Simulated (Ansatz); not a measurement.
Input and output for C₂H₇BrSi (`[SiH3]CCBr`).

```yaml
crystal:
  periodic: [false, false, false]
  atoms:
    - {symbol: Si, position_ang: [0.056338, 1.534911, 0.109228]}
    - {symbol: C, position_ang: [-0.585106, -0.236606, 0.202966]}
    - {symbol: C, position_ang: [0.438977, -1.237827, -0.260479]}
    - {symbol: Br, position_ang: [-0.221808, -3.078153, -0.163955]}
    - {symbol: H, position_ang: [0.424702, 1.874127, -1.291529]}
    - {symbol: H, position_ang: [-0.996387, 2.473052, 0.577282]}
    - {symbol: H, position_ang: [1.263439, 1.689645, 0.964702]}
    - {symbol: H, position_ang: [-0.880398, -0.441977, 1.236079]}
    - {symbol: H, position_ang: [-1.491760, -0.307651, -0.404996]}
    - {symbol: H, position_ang: [0.719824, -1.095780, -1.302720]}
    - {symbol: H, position_ang: [1.337677, -1.230741, 0.354022]}
basis:
  gaussian: {orbitals: def2-SVP, fitting: {mean_field: def2-universal-jkfit}}
magnetization: {spin_polarized: true, initial_magnetization: 2}
hamiltonian: {xc: {name: wB97M-V}, pseudopotentials: {relativity: none}}
```

```sh
$ ansatz run in.yaml --threads 4 --pin off --events-out ev --progress --plain --max-ram 10444MiB
```

It prints (some lines left out):

```
Functional definition: wB97M-V
670 factors; integrals over basis functions are off by at most 3.5e-1 eV
670 factors; integrals over basis functions are off by at most 3.3e-7 eV
mean field evaluation 1: about -80084.3315 eV, gradient 2.5e1 eV
mean field evaluation 2: about -80085.1241 eV, gradient 2.2e1 eV
mean field evaluation 4: about -80087.5934 eV, gradient 7.9e-1 eV
mean field evaluation 8: about -80087.6205 eV, gradient 4.5e-2 eV
mean field evaluation 16: about -80087.6206 eV, gradient 2.5e-4 eV
mean field -80087.62056584 eV, -2943.1657704556 hartree, gradient 5.9e-6 eV, S^2 2.003546; 4 other end points of the search recorded, 0 dependent functions left out
reference -80087.62060826 eV, -2943.1657720147 hartree; 35, 33 occupied and 78, 80 virtual orbitals, 670 factors
Total energy: -80087.62060826 eV, -2943.1657720147 hartree
```

Run time 17 s (4 threads of an Arm Neoverse V2 on a shared host); peak host memory 0.66 GiB.
